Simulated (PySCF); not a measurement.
Species: C2H7GePSi.
Structure used (PBE0-D3(BJ)/def2-SVP), in Å, numbered top down from 1:
```xyz
12
C2H7GePSi angstrom
P     -3.1380    0.6105    0.7609
Si    -1.8879   -0.5949   -0.6917
C     -0.0897   -0.3615   -0.4223
C      1.1014   -0.1728   -0.2075
Ge     2.9543    0.1179    0.1149
H     -2.3611    0.1979    1.8877
H     -2.3694    1.7971    0.5534
H     -2.2307   -2.0368   -0.5222
H     -2.2385   -0.1670   -2.0772
H      3.5570   -1.1627    0.7094
H      3.1035    1.2843    1.1025
H      3.6378    0.4588   -1.2169
```

The calculation used PBE0-D3(BJ)/def2-SVP geometry optimisation, gas phase in PySCF 2.14.0.

Masses are those of the commonest isotopes; rigid-rotor values at the optimised geometry. The values belong to one conformer with, in the numbering `[PH2:1][SiH2:2][C:3]#[C:4][GeH3:5]`, H–P1–Si2–C3 -47° and 47°.

Question: Give the principal moments of inertia and the rotational constants in MHz.

Answer: Ia = 81.23, Ib = 1089.67, Ic = 1154.17 u·Å²; 505379 MHz·u·Å²/I gives A = 6221, B = 463.8, C = 437.9 MHz.

Question: What kind of rotor is it?

Answer: A near-prolate asymmetric top. Ray's parameter κ = (2B − A − C)/(A − C) = -0.991; −1 is the prolate and +1 the oblate limit.

Question: Is it planar, by Δ = Ic − Ia − Ib?

Answer: Not planar: Δ = Ic − Ia − Ib = -16.73 u·Å². For a rigid frame Δ = −2 Σ m c², so Σ m c² = 8.36 u·Å² lies off the ab plane, practically all of it from hydrogen. The atom farthest from that plane is 1.37 Å away.

Question: Predict some low-J microwave lines.

Answer: The dipole components are |μa| = 1.31 D, |μb| = 0.37 D, |μc| = 0.00 D. The squared components, which scale the intensities, stand as 1.00 : 0.08 : 0.00 (a : b : c). Some lines, for components of 0.1 D or more:

```csv
type,branch,"J(Ka,Kc)",MHz,lower level (cm⁻¹)
a,R,"1(0,1) ← 0(0,0)",902,0.000
a,R,"2(1,2) ← 1(1,1)",1777,0.222
a,R,"2(0,2) ← 1(0,1)",1803,0.030
a,R,"2(1,1) ← 1(1,0)",1829,0.223
b,Q,"1(1,0) ← 1(0,1)",5784,0.030
b,Q,"2(1,1) ← 2(0,2)",5810,0.090
b,R,"1(1,1) ← 0(0,0)",6659,0.000
b,R,"2(1,2) ← 1(0,1)",7535,0.030
b,Q,"2(2,0) ← 2(1,1)",17273,0.284
b,Q,"2(2,1) ← 2(1,2)",17351,0.281
b,R,"2(2,1) ← 1(1,0)",19102,0.223
b,R,"2(2,0) ← 1(1,1)",19128,0.222
```

Stationary, but not proved a minimum. Constants of a rigid frame at the computed geometry: no zero-point averaging, no centrifugal distortion. A rigid rotor knows nothing of internal rotation, which can split or shift real lines.

The run took 46 s wall on an Arm Neoverse V2 with one thread, shared host with 32 logical CPUs at a one-minute load of 41, and the process peaked at 0.54 GiB of memory. That covers the optimisation of the geometry.
